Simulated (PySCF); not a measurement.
Several structures and their simulated spectra, in scrambled order.

A. SMILES CC(C)(CF)C(=O)F
B. SMILES CC(F)(F)OC1CC1
C. `CC(C)c1ncc[nH]1`
D. `InChI=1S/C6H10N2/c1-4-6(3)8-7-5-2/h4-5H,1H2,2-3H3/b7-5-,8-6+`

Spectrum 1. ¹H NMR (500 MHz, computed): δ 6.77 (m, 1H), 6.38 (q, 1H), 5.55 (m, 1H), 5.50 (m, 1H), 1.77 (s, 3H), 1.69 (d, 3H). ¹³C{¹H} NMR (computed): δ 147.7 (CH), 135.5 (C), 125.9 (CH), 119.9 (CH2), 16.5 (CH3), 11.8 (CH3).

Spectrum 2. ¹H NMR (500 MHz, computed): δ 4.77 (m, 2H), 1.46 (s, 6H). ¹³C{¹H} NMR (computed): δ 175.2 (C), 89.6 (CH2), 44.8 (C), 23.0 (CH3).

Spectrum 3. ¹H NMR (500 MHz, computed): δ 8.04 (br s, 1H), 7.07 (m, 1H), 6.90 (m, 1H), 3.28 (sept, 1H), 1.23 (d, 6H). ¹³C{¹H} NMR (computed): δ 154.5 (C), 133.6 (CH), 118.4 (CH), 33.7 (CH), 25.5 (CH3).

Spectrum 4. ¹H NMR (500 MHz, computed): δ 3.93 (m, 1H), 1.67 (m, 3H), 0.87 (m, 2H), 0.60 (m, 2H). ¹³C{¹H} NMR (computed): δ 133.7 (C), 50.0 (CH), 26.3 (CH3), 7.6 (CH2).

- σ from GIAO-PBE0/pcSseg-1
- coordinates at the GFN2-xTB level
- program: PySCF 2.14.0 with density-fitted response routines
- no relativistic terms, isolated molecule, averaged over atoms made equivalent by symmetry, fast rotation or ring inversion, one computed conformer

Referencing at the same level of theory: ¹H (31.72 ppm) and ¹³C (186.93 ppm) vs TMS. Splittings of carbon signals by F and P are missing where no couplings were computed. Where no couplings were computed, multiplicities follow the n + 1 count of equivalent neighbours, and m marks all less simple cases (inequivalent or close neighbours, rings, F or P nearby). Shifts are as computed. Against solution values, carbons near 30 ppm lie about +3 ppm off and those near 130 ppm about +5 ppm. Of 1211 compounds with measured shifts, 218 miss one by over three times the rms of a fit or turn the order of signals round; such compounds aren't used in these exercises. OH and NH positions are gas-phase values without hydrogen bonding to other molecules.

Q: Which spectrum belongs to which compound?

A: 1–D, 2–A, 3–C, 4–B.

- Spectrum 1 (D): 6 ¹³C signals; δC 147.7 is an alkene CH; δC 119.9 is a terminal =CH2 carbon.
- Spectrum 2 (A): 4 ¹³C signals; δC 89.6 is an sp3 CH2 bonded to F; δC 44.8 is a quaternary sp3 carbon α to a carbonyl.
- Spectrum 3 (C): 5 ¹³C signals; δC 33.7 is an sp3 CH on an aromatic ring; δC 25.5 is a methyl carbon.
- Spectrum 4 (B): 4 ¹³C signals; δC 133.7 is a fully substituted sp3 carbon bonded to 2 F and O; δC 50.0 is a three-membered-ring carbon.
